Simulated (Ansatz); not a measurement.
A nudged elastic band was laid between two geometries of Cl3H2NTi + H2S (10 atoms, charge 0, multiplicity 1).

Level of theory: RKS B3LYP/def2-SVP (Ansatz).

| Property | Result |
| --- | --- |
| movable images | 5 |
| climbing image | yes |
| spring | 5.0 eV/Å² |
| optimiser | quadratic models (default) |
| start path | through a guess of the saddle point |
| force threshold | 0.05 eV/Å |
| iteration limit | 60 |
| end points | relaxed |

Initial state:

```xyz
10
Properties=species:S:1:pos:R:3
Ti -0.236 0.510 -0.119
Cl 0.556 0.323 1.935
Cl 1.248 1.494 -1.419
Cl -2.152 1.572 -0.257
N -0.517 -1.191 -0.716
H -1.157 -1.449 -1.469
H 0.000 -2.005 -0.354
S 1.247 -3.623 1.173
H 0.118 -3.858 1.882
H 1.474 -2.456 1.824
```

Final state:

```xyz
10
Properties=species:S:1:pos:R:3
Ti 0.521 -0.120 -0.356
Cl -1.459 -2.325 2.536
Cl 1.620 0.279 -2.212
Cl -0.307 1.651 0.640
N -0.777 -1.350 -0.750
H -1.405 -1.700 -0.017
H -0.983 -1.759 -1.661
S 1.838 -1.145 1.274
H 1.780 -2.354 0.662
H -0.247 -1.861 2.364
```

(1) What changes between the two ends?

(2) What energy profile does the band end with?

(3) What is the geometry of the highest image?

(4) What are the harmonic wavenumbers there?

Answers

(1) Bonds broken: Ti1–Cl2, S8–H10. Bonds formed: Ti1–S8, Cl2–H10. Cl3H2NTi + H2S becomes Cl2H3NSTi + ClH.

(2) It converged. The highest image is number 4 of 0 to 6, 1.04 eV above the first end and 0.41 eV above the last; the last end lies 0.63 eV above the first. A vibrational analysis at the climbing image gives one clearly imaginary mode, 390i cm⁻¹: a first-order saddle point. The orbitals stay closed-shell, which can raise the energy where a bond breaks towards radicals; this wasn't checked here.

```csv
image,path coordinate (Å),energy (eV),Ti1–Cl2 (Å),S8–H10 (Å),Ti1–S8 (Å)
0,0.00,0.00,2.21,1.35,4.58
1,1.99,0.03,2.22,1.35,4.23
2,3.97,0.17,2.21,1.35,4.38
3,5.96,0.30,2.26,1.35,2.86
4,7.95,1.04,2.74,1.72,2.51
5,8.90,0.73,3.55,2.23,2.36
6,9.86,0.63,4.14,2.46,2.33
```

(3) 
```xyz
10
Properties=species:S:1:pos:R:3
Ti 0.221 -0.352 -0.018
Cl -0.968 -1.106 2.329
Cl 1.462 -0.132 -1.816
Cl -0.479 1.696 0.396
N -1.014 -1.513 -0.732
H -1.828 -1.817 -0.199
H -1.063 -1.774 -1.716
S 1.978 -1.494 1.359
H 1.799 -2.662 0.696
H 0.471 -1.528 2.179
```

(4) 390i, 56, 104, 130, 143, 148, 210, 227, 255, 322, 368, 401, 422, 493, 509, 529, 626, 752, 930, 1054, 1445, 2666, 3516, 3633 cm⁻¹.

Run time: 5.8 min on 4 threads of Intel(R) Xeon(R) CPU @ 2.60GHz (Ice Lake) (shared host), peak memory 0.47 GiB.
